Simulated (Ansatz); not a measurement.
Born–Oppenheimer molecular dynamics of Cl$_{5}$FH$_{2}$W (9 atoms, charge 0, multiplicity 1). It starts at the highest image of a converged band. Of that band: The profile has 2 maxima (images 2, 5) with wells between them (image 4): this band takes more than one step, which may be the mechanism or a detour left from its start path. A vibrational analysis at the climbing image gives one clearly imaginary mode, 58i cm⁻¹: a first-order saddle point.

Method: RKS PBE/def2-SVP in Ansatz 0.2.0.

```yaml
ensemble: NVE (velocity Verlet)
time_step: 0.5 fs
steps_asked: 200
starting_velocities_drawn_for: 300 K
seed: 11695
```

First frame:

```xyz
9
Properties=species:S:1:pos:R:3
W 0.225 -0.298 -0.186
F 0.117 -0.499 2.279
Cl 1.968 1.274 -0.354
H -0.018 1.057 0.745
Cl -1.956 0.554 -0.318
Cl -0.887 -2.350 0.086
Cl 0.282 -0.375 -2.457
Cl 2.052 -1.666 0.640
H 0.851 -1.128 2.262
```

(1) What does the run give?

(2) What happens to the structure?

(3) How do temperature and energy run in time?

Answers

(1) The run went to its last step.

```yaml
steps_done: 200
time_covered: 100 fs
mean_temperature_over_the_second_half: 155 K
spread_of_the_potential_energy_over_the_second_half: 4.0 meV per atom
mean_potential_energy_of_the_second_half_above_the_start: 14.6 meV per atom
```

The conserved energy stayed within 0.12 meV per atom of its start (net change 0.054 meV per atom), so the integration is sound. A run of 0.1 ps of so small a system gives no equilibrium averages. The orbitals stay closed-shell, which can raise the energy where a bond breaks towards radicals; this wasn't checked here.

(2) Between its relaxed ends the band would form W1–Cl8, F2–H9 and break Cl8–H9. These pairs go: W1–Cl8 2.43 → 2.38 Å, F2–H9 0.97 → 0.93 Å, Cl8–H9 2.09 → 2.21 Å. In the last frame they stand as after the step (other bonds may differ from the relaxed reactants and products). Also parted: W1–F2 2.47 → 2.76 Å. It ends as Cl5HW + FH. Pairs count as bonded within 1.25 times the sum of covalent radii (0.12 Å more for H–H). This is one draw of velocities; another would differ in detail.

(3) 
```json
{"time (fs)": "0", "T (K)": "300", "potential energy less start (eV)": "0.000", "conserved less start (meV/atom)": "0.00"}
{"time (fs)": "8", "T (K)": "153", "potential energy less start (eV)": "0.134", "conserved less start (meV/atom)": "0.10"}
{"time (fs)": "16", "T (K)": "132", "potential energy less start (eV)": "0.153", "conserved less start (meV/atom)": "0.09"}
{"time (fs)": "24", "T (K)": "160", "potential energy less start (eV)": "0.127", "conserved less start (meV/atom)": "0.01"}
{"time (fs)": "32", "T (K)": "183", "potential energy less start (eV)": "0.106", "conserved less start (meV/atom)": "0.02"}
{"time (fs)": "40", "T (K)": "105", "potential energy less start (eV)": "0.177", "conserved less start (meV/atom)": "0.09"}
{"time (fs)": "48", "T (K)": "142", "potential energy less start (eV)": "0.143", "conserved less start (meV/atom)": "0.04"}
{"time (fs)": "56", "T (K)": "218", "potential energy less start (eV)": "0.074", "conserved less start (meV/atom)": "-0.01"}
{"time (fs)": "64", "T (K)": "109", "potential energy less start (eV)": "0.173", "conserved less start (meV/atom)": "0.08"}
{"time (fs)": "72", "T (K)": "98", "potential energy less start (eV)": "0.184", "conserved less start (meV/atom)": "0.12"}
{"time (fs)": "80", "T (K)": "121", "potential energy less start (eV)": "0.163", "conserved less start (meV/atom)": "0.07"}
{"time (fs)": "88", "T (K)": "198", "potential energy less start (eV)": "0.092", "conserved less start (meV/atom)": "0.00"}
{"time (fs)": "96", "T (K)": "199", "potential energy less start (eV)": "0.091", "conserved less start (meV/atom)": "0.02"}
```

Run time: 7.5 min on 4 threads of Arm Neoverse V2, with other jobs on the host, peak memory 0.25 GiB.
